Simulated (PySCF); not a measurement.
C3H9ClSSi2.
Numbering: `[Cl:1][Si@H:2]1[CH2:3][CH2:4][S:5][SiH2:6][CH2:7]1`

Definitions: NICS(0) = −σiso at the ring centroid; NICS(1) = −σiso and NICS(1)zz = −σzz at ±1 Å along the ring normal z. Level: GIAO PBE0/pcSseg-1 (PySCF, non-relativistic, gas phase) on the GFN2-xTB geometry, one conformer.

Ring bond lengths (Å), with Mayer bond orders in brackets: Si2–C3 1.907 (0.91), C3–C4 1.523 (1.01), C4–S5 1.833 (1.00), S5–Si6 2.143 (0.97), Si6–C7 1.904 (0.89), C7–Si2 1.902 (0.93).

**Question.** Give the NICS values of each ring in ppm.

**Answer.** 
| ring | type | NICS(0) | NICS(1), two faces | NICS(1)zz, two faces | rms pucker (Å) | centre to ring atoms, mean (Å) |
| --- | --- | --- | --- | --- | --- | --- |
| Si2–C3–C4–S5–Si6–C7 | 6-membered ring with S and 2 Si; formal bonds all single | -2.1 | -2.1 / -1.5 | 5.1 / 4.5 | 0.30 | 1.79 |

**Question.** What do they say, and how far can they be read as aromaticity?

**Answer.** 
- Si2–C3–C4–S5–Si6–C7: mean NICS(1)zz 4.8 ppm, deshielded. Si2, C3, C4, Si6, C7 have four or more neighbours; no verdict on aromaticity is drawn.

**Question.** What field does 14.1 T along the ring normal induce along that normal at the second NICS(1) probe listed for ring Si2–C3–C4–S5–Si6–C7, 1 Å off the ring?

**Answer.** NICSzz × B0 = 4.5 ppm × 14.1 T = 63 μT, along the applied field.

**Question.** How shielded are the nuclei of the rings and their hydrogens (means over atoms taken as equivalent)?

**Answer.** 
| atoms | environment | σ isotropic (ppm) |
| --- | --- | --- |
| Si2 | chlorine-bound silicon | 344.9 |
| C3 | sp3 carbon bound to silicon | 163.6 |
| C4 | sp3 carbon bound to sulfur | 160.2 |
| S5 | sulfur bonded to C and Si | 629.4 |
| Si6 | SiH2 silicon | 379.8 |
| C7 | sp3 carbon bound to silicon | 185.3 |
| H on Si2 | Si–H hydrogen | 26.30 |
| H on C3 | methylene hydrogen | 30.63 |
| H on C3 | methylene hydrogen | 30.48 |
| H on C4 | methylene hydrogen | 28.85 |
| H on C4 | methylene hydrogen | 28.77 |
| H on Si6 | Si–H hydrogen | 26.41 |
| H on Si6 | Si–H hydrogen | 26.90 |
| H on C7 | methylene hydrogen | 31.68 |

The list is cut; further classes of hydrogen are left out.

On Arm Neoverse V2, one thread, on a shared host, this took 35 s of wall time and 0.86 GiB of memory at its peak. This is the whole shielding run at PBE0/pcSseg-1, SCF included.
